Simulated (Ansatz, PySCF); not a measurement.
CHAlClF$_{3}$O (SMILES [OH][Al]([Cl])[C](F)(F)F), singlet, at a GFN2-xTB geometry (such geometries of metal compounds can be far from the true shape), with bond 3-2 at 1.4 times its length. Base run: CASSCF(2,2)/STO-3G in PySCF.

PySCF was given this input:
```python
from pyscf import gto, scf, mcscf
import numpy

mol = gto.Mole()
mol.atom = '''
    Al   -0.048151    0.082460    0.898939
    C     0.333438   -0.511334   -1.059200
    F    -0.893414    0.171512   -2.328520
    F     0.268636   -1.858154   -1.176994
    F     1.557844   -0.174595   -1.528233
    Cl   -1.120787    1.769478    1.114857
    O     0.633337   -0.988953    1.916553
    H     1.059656   -1.666459    2.423762
'''
mol.basis = 'sto-3g'
mol.charge = 0
mol.spin = 0
mol.verbose = 4
mol.build()

mf = scf.RHF(mol)
mf.kernel()
mc = mcscf.CASSCF(mf, 2, 2)
mc.fix_spin_(ss=0.0)
mc.kernel()
occ = numpy.linalg.eigvalsh(mc.fcisolver.make_rdm1(mc.ci, mc.ncas, mc.nelecas))[::-1]
ss = mc.fcisolver.spin_square(mc.ci, mc.ncas, mc.nelecas)[0]
print('natural occupations', occ.round(4), ' <S^2>', round(ss, 4))
```

Programs used: Ansatz (a quantum-chemistry and plane-wave program), PySCF; a row that names a program was run with it.

Each row names what was changed in the base input (with any setting that the change needs).

```
change                                                ΔE vs base (kcal/mol)                      natural occupations  <S^2> of the state
----------------------------------------------------  ---------------------  ---------------------------------------  ------------------
base                                                                  0.000                                1.78 0.22                0.00
fix_spin_ = off                                                       0.000                                1.78 0.22                0.00
active space = 6 electrons, 8 orbitals                               -22.58  1.98 1.97 1.78 0.22 0.03 0.02 0.00 0.00                0.00
orbitals = fixed (CASCI); correction = SC-NEVPT2                      -79.7                                1.97 0.03                0.00
solver = newton                                                       0.000                                1.78 0.22                0.00
state_average = 2 states                                               68.7                                        -                   -
correction = SC-NEVPT2                                                -88.3                                1.78 0.22                0.00
code = ansatz                                                         0.009                                        -                   -
code = ansatz; correction = SC-NEVPT2, all electrons                  -88.3                                        -                   -
start = MP2 natural orbitals                                          0.000                                1.78 0.22                0.00
active space = 2 electrons, 3 orbitals                               -0.027                           1.78 0.22 0.00                0.00
```

Active orbitals are taken around the Fermi level unless the row says otherwise; CASSCF can end in different local minima, and two programs can end on different orbitals. State-averaged rows give the lowest state.
